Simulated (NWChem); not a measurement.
**Basis-set convergence for ClTl**

SMILES: [Cl][Tl]
```xyz
2

Tl     0.0000     0.0000    -0.4405
Cl     0.0000     0.0000     2.0987
```
Charge 0, spin multiplicity 1.

All runs are NWChem calculations. The geometry was optimised at B3LYP/def2-SVP with def2 effective core potentials on Tl, a minimum by its harmonic frequencies.

Quantity: first vertical ionisation energy at the level G0W0@PBE.

Effective core potentials replace the inner electrons of Tl; spin-orbit coupling is left out. GW and range-separated runs recompute their integrals, the others keep them in memory, which bears on the times. The structure started from a generated list of species.

Relative cost: rough, from shared machines, SCF included, def2-SVP = 1.

```csv
basis,functions,first vertical ionisation energy (eV),relative cost
def2-SVP,44,8.30,1
def2-SVPD,59,(withheld),under 3
def2-TZVP,87,8.99,under 3
def2-TZVPP,92,(withheld),under 3
def2-TZVPD,102,9.03,3
def2-QZVP,152,(withheld),20
```

### Question
What belongs in the gaps?

### Answer

- def2-SVPD, first vertical ionisation energy (eV): 8.74
- def2-TZVPP, first vertical ionisation energy (eV): 9.01
- def2-QZVP, first vertical ionisation energy (eV): 9.24
